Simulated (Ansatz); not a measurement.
Program: Ansatz 0.2.0.

Basis-set series for Cl$_{2}$H$_{4}$N$_{2}$Ti (`[NH2][Ti]([NH2])([Cl])[Cl]`). Total charge 0; spin multiplicity 1. The structure was optimised at the PBE0-D4/def2-TZVP level. It is one conformer, not always the lowest.

| functional | basis | functions | energy (Eh) | HOMO (eV) | LUMO (eV) |
| --- | --- | --- | --- | --- | --- |
| PBE0-D4 | def2-SVP | 115 | -1880.87842 | -7.68 | -2.17 |
| PBE0-D4 | def2-TZVPP | 266 | -1881.44597 | -7.91 | -2.31 |
| ωB97M-V | def2-SVP | 115 | -1881.34790 | -9.92 | 0.07 |
| ωB97M-V | def2-TZVPP | 266 | -1881.91637 | -10.19 | -0.12 |

Give the rows for def2-QZVPP. (Best estimate.)

The calculation gave: 
```
functional       basis  functions  energy (Eh)  HOMO (eV)  LUMO (eV)
   PBE0-D4  def2-QZVPP        467  -1881.49609      -7.94      -2.34
   ωB97M-V  def2-QZVPP        467  -1881.96362     -10.23      -0.18
```

Scalar relativity is left out up to krypton.
